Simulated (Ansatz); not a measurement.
# How methods differ on C3H9Sb (trimethylantimony)

C3H9Sb: 13 atoms, total charge 0, spin state singlet. SMILES: `C[Sb](C)C`. The shape was relaxed beforehand at PBE0/def2-SVP.

| atom | x (Å) | y (Å) | z (Å) |
| --- | --- | --- | --- |
| C | -0.6318 | 1.6249 | -0.6007 |
| Sb | 0.6579 | -0.0790 | -0.9949 |
| C | 1.5587 | -0.0751 | 0.9826 |
| C | -0.8526 | -1.5587 | -0.4942 |
| H | -0.0317 | 2.5464 | -0.5771 |
| H | -1.1458 | 1.5009 | 0.3638 |
| H | -1.3796 | 1.7169 | -1.4021 |
| H | 0.7816 | 0.0036 | 1.7571 |
| H | 2.1284 | -1.0041 | 1.1322 |
| H | 2.2499 | 0.7757 | 1.0733 |
| H | -0.3852 | -2.5506 | -0.4068 |
| H | -1.6098 | -1.5996 | -1.2910 |
| H | -1.3400 | -1.3013 | 0.4577 |

Quantity: the adiabatic electron affinity (to the doublet anion, shapes relaxed at PBE0/def2-SVP, no zero-point term), in eV. The values are calculated.

The electron affinity is E(neutral) − E(anion): positive where the electron is bound.

```
                            level                    kind  program  value (eV)  CPU time (all runs)
     HF/def2-SVP (core potential)            Hartree–Fock   Ansatz       -2.09                2.4 s
  SVWN5/def2-SVP (core potential)                     LDA   Ansatz       -1.41                1.9 s
    PBE/def2-SVP (core potential)                     GGA   Ansatz       -1.32                3.9 s
 r2SCAN/def2-SVP (core potential)                meta-GGA   Ansatz       -1.32                6.9 s
  B3LYP/def2-SVP (core potential)           global hybrid   Ansatz       -1.31                5.3 s
PBE0-D4/def2-SVP (core potential)           global hybrid   Ansatz       -1.39                5.1 s
wB97M-V/def2-SVP (core potential)  range-separated hybrid   Ansatz       -1.52                 19 s
    MP2/def2-SVP (core potential)     perturbation theory   Ansatz       -1.79                3.3 s
```

Spin-orbit coupling, which can split open shells on such heavy atoms by tenths of an eV, is left out. The values span -2.09 to -1.31 eV. In the correlated wave-function rows the outer d shell of Sb is correlated, in sets not made for it. Negative values mean that the anion is unbound at that level; they are set by how diffuse the basis is and aren't properties of the molecule. Times are those of the runs behind each value, whatever else they computed, on shared processors of several kinds: orders of magnitude only.
